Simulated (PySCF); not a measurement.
# Fractional electron number in Mn⁺ (manganese, charge +1)

The 4s alpha orbital of [Ar] 3d5 4s1 is emptied in steps (occupation f), with all orbitals relaxed, ending at [Ar] 3d5. Calculation: PySCF 2.14, in def2-SVP (5s3p2d1f, 31 functions); the non-relativistic Hamiltonian (point nucleus). The exact energy is a straight line in f; departures are measured from the line between the end points of the same method.

```json
{"f": "1", "B3LYP (eV)": "0.000"}
{"f": "0.75", "B3LYP (eV)": "-0.519"}
{"f": "0.5", "B3LYP (eV)": "-0.687"}
{"f": "0.25", "B3LYP (eV)": "-0.510"}
{"f": "0", "B3LYP (eV)": "0.000"}
```

| method | E(f=0) − E(f=1) (eV) | −ε at f=1 (eV) | −ε at f=0.5 (eV) |
| --- | --- | --- | --- |
| B3LYP | 15.631 | 12.849 | 15.654 |

Orbital energy along the path (eV):

```json
{"f": "1", "B3LYP": "-12.849"}
{"f": "0.75", "B3LYP": "-14.258"}
{"f": "0.5", "B3LYP": "-15.654"}
{"f": "0.25", "B3LYP": "-17.018"}
{"f": "0", "B3LYP": "-18.290"}
```

Reference removal energy between the ground levels: 15.640 eV (measured; NIST Atomic Spectra Database, ionization energies).
